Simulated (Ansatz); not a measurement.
Two isomers of CH5BOSi: A = `B[SiH]1CO1`, B = `[SiH3]C1BO1`.

Program: Ansatz. Geometries: PBE0-D4/def2-TZVP. ΔE: electronic, gas phase. CCSD(T)/CBS adds triple-zeta CCSD(T) − MP2 to the extrapolated MP2 energy (def2 sets, frozen cores). DFT in def2-TZVPP. B3LYP here is the variant with VWN-RPA as its local correlation; programs differ in this.

Q: Which is lower in electronic energy at CCSD(T)/CBS, and by how much? (Best estimate.)

A: The calculation gave: B, by 95.7 kJ/mol.

Q: Give E(B) − E(A) in kJ/mol with HF/def2-TZVPP, PBE0-D4, LDA (SPW92), CCSD/def2-TZVPP, BLYP-D4, B3LYP-D4, PBE-D4. (An estimate is asked.)

A: Ansatz gave: HF/def2-TZVPP -100.6, PBE0-D4 -91.6, LDA (SPW92) -92.7, CCSD/def2-TZVPP -97.2, BLYP-D4 -92.4, B3LYP-D4 -95.2, PBE-D4 -87.9. None reverses the order clearly.

Q: Does the order hold for the free energy at 298.15 K (harmonic terms from PBE0-D4)? (Estimate.)

A: Ansatz gave: Yes: G(B) − G(A) = -101.2 kJ/mol.

Largest T1 diagnostic: 0.018.

From r2SCAN to r2SCAN0 (25 % exact exchange), in def2-TZVPP and without D4, E(B) − E(A) moves by −3.1 kJ/mol. Leaving LDA and LC-ωPBE aside and taking each functional with its dispersion term where it has one, the values, not all of them listed here, spread over 14.4 kJ/mol, from ωB97M-V to revPBE-D4. LDA lies −5.0 kJ/mol from PBE without D4.
